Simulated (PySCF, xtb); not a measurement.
B(CCH)3 (C6H3B), SMILES C#CB(C#C)C#C. Atoms are numbered in the order given.

```xyz
10

B      0.0000     0.0000     0.0000
C     -1.5229     0.0000     0.0000
C     -2.7416     0.0000     0.0000
H     -3.8172     0.0000     0.0000
C      0.7615     1.3189     0.0000
C      1.3708     2.3743     0.0000
H      1.9086     3.3058     0.0000
C      0.7615    -1.3189     0.0000
C      1.3708    -2.3743     0.0000
H      1.9086    -3.3058     0.0000
```
Charge 0, spin multiplicity 1.

Coordinates come from a PBE0-D3(BJ)/def2-SVP optimisation.

Method: C-PCM-B3LYP/def2-SVP in PySCF.

The values are the electrostatic part of the solvation free energy, E(continuum) − E(gas) at the gas-phase geometry, in a cavity of scaled van der Waals radii (PySCF's table); cavitation and dispersion terms are not included. In vacuum the orbital gap is 4.77 eV. The dipole moment in vacuum is 0.00 D.

Computed values in water (ε = 78.36), 1-octanol (ε = 9.86), N,N-dimethylformamide (ε = 37.22):
```json
[
 {"solvent": "water", "ε": "78.36", "ΔG(elec) (kcal/mol)": "-5.9", "dipole (D)": "0.00", "gap (eV)": "4.81"},
 {"solvent": "1-octanol", "ε": "9.86", "ΔG(elec) (kcal/mol)": "-5.3", "dipole (D)": "0.00", "gap (eV)": "4.81"},
 {"solvent": "N,N-dimethylformamide", "ε": "37.22", "ΔG(elec) (kcal/mol)": "-5.8", "dipole (D)": "0.00", "gap (eV)": "4.81"}
]
```

For comparison, GFN2-xTB/ALPB(water) (xtb, at the GFN2-xTB geometry, all terms of that model) gives -2.3 kcal/mol.
